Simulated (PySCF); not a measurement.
## PBE0 on Bi (bismuth, neutral)

Configuration: [Xe] 4f14 5d10 6s1 6p4, high-spin 4P determinant (an excited configuration). Calculation: PySCF 2.14, in aug-cc-pVTZ-PP with ECP60MDF (6s5p4d2f, 55 functions); scalar relativity through the core potential.

| Quantity | Value |
| --- | --- |
| Total energy | -214.2573 hartree |
| One-electron energy | -371.4259 hartree |
| Hartree (Coulomb) energy | 174.2670 hartree |
| Exchange-correlation energy | -17.0984 hartree |
| ⟨S²⟩ | 3.7606 |
| ⟨L²⟩ | 2.021 |
| Sum of ⟨r⟩ | 33.93 bohr |
| Sum of ⟨r²⟩ | 70.40 bohr² |
| Traceless quadrupole moment −½Σ⟨3z² − r²⟩ along its main axis | -4.11 e·bohr² |

```csv
shell,electrons,mean orbital energy (hartree),spread (hartree),"rms radius, mean of both spins (bohr)"
5s α,1,-6.09022,0,0.894
5s β,1,-6.07605,0,0.894
5p α,3,-3.81054,0.01556,1.02
5p β,3,-3.79952,0.01035,1.02
5d α,5,-1.14653,0.01954,1.33
5d β,5,-1.12379,0.01170,1.33
6s α,1,-0.66207,0,2.31
6p α,3,-0.25704,0.03315,3.15
6p β,1,-0.18058,0,3.15
```

Energies and moments cover only the electrons outside the core potential. Spin-orbit coupling is strong in this species (close to jj coupling), so the high-spin LS determinant is a model state, not a physical level.
